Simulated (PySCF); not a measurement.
B(Cl)2(Et) (C2H5BCl2), SMILES C(C)B(Cl)Cl. Heavy atoms are numbered as in [B:1]([Cl:2])([Cl:3])[CH2:4][CH3:5]. Hydrogens are named by the atom that carries them.

Geometry: PBE0-D3(BJ)/def2-SVP. The values are those of a single conformer.

The numbers are results of PySCF with PBE/def2-TZVP, not measurements.

Atomic charges (e), one atom of each kind:

```csv
atom,Löwdin,meta-Löwdin
B1,-1.34,0.11
Cl2,0.61,-0.04
C4 (CH2),-0.28,-0.32
C5 (CH3),-0.31,-0.34
H on C4,0.18,0.14
H on C5,0.13,0.12
```

Computed Mayer and Wiberg (Löwdin basis) orders of the bonds:
```json
[
 {"bond": "B1–Cl2", "Mayer": "1.32", "Wiberg": "2.17"},
 {"bond": "B1–Cl3", "Mayer": "1.33", "Wiberg": "2.17"},
 {"bond": "B1–C4", "Mayer": "1.07", "Wiberg": "1.32"},
 {"bond": "C4–C5", "Mayer": "0.99", "Wiberg": "1.28"}
]
```
